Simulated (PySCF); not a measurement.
GeH5NO3, SMILES [NH2][Ge]([OH])([OH])[OH]. Atoms are numbered in the order given.

```xyz
10

N      1.5226    -0.6590    -0.7314
Ge     0.0094     0.0010    -0.0081
O      0.1136     1.5860     0.7646
O     -1.1097     0.0870    -1.3671
O     -0.5683    -1.0196     1.3156
H      1.6514    -0.4289    -1.7129
H      2.3810    -0.4933    -0.2147
H     -0.1383     1.5346     1.6949
H     -1.8349     0.7002    -1.2014
H     -0.5021    -1.9590     1.1079
```
Charge 0, spin multiplicity 1.

Geometry optimised at ωB97X-D3(BJ)/def2-SVP. The structure was generated by enumeration, and PubChem lists no compound with its InChIKey, so it may never have been made. Other conformers were not sampled.

Calculation: PBE0/pcSseg-1 run with PySCF.

GIAO shieldings, no solvent; atoms listed in one row are averaged. δ = σ(ref) − σ: ¹⁵N against NH3 (σ = 267.4 ppm); ⁷³Ge against GeH4 (σ = 1658.3 ppm); ¹⁷O against H2O (σ = 334.2 ppm); ¹H against TMS (σ = 31.56 ppm), references at their B3LYP-D3(BJ)/def2-TZVP geometries, non-relativistic.

Computed chemical shifts:
```json
[
 {"nucleus": "¹⁵N", "atoms": "N1", "count": "1", "δ (ppm)": "20.0"},
 {"nucleus": "⁷³Ge", "atoms": "Ge2", "count": "1", "δ (ppm)": "356.3"},
 {"nucleus": "¹⁷O", "atoms": "O5", "count": "1", "δ (ppm)": "53.1"},
 {"nucleus": "¹⁷O", "atoms": "O4", "count": "1", "δ (ppm)": "48.7"},
 {"nucleus": "¹⁷O", "atoms": "O3", "count": "1", "δ (ppm)": "45.4"},
 {"nucleus": "¹H", "atoms": "H8", "count": "1", "δ (ppm)": "1.66"},
 {"nucleus": "¹H", "atoms": "H10", "count": "1", "δ (ppm)": "1.59"},
 {"nucleus": "¹H", "atoms": "H9", "count": "1", "δ (ppm)": "1.45"},
 {"nucleus": "¹H", "atoms": "H6", "count": "1", "δ (ppm)": "1.09"},
 {"nucleus": "¹H", "atoms": "H7", "count": "1", "δ (ppm)": "0.65"}
]
```
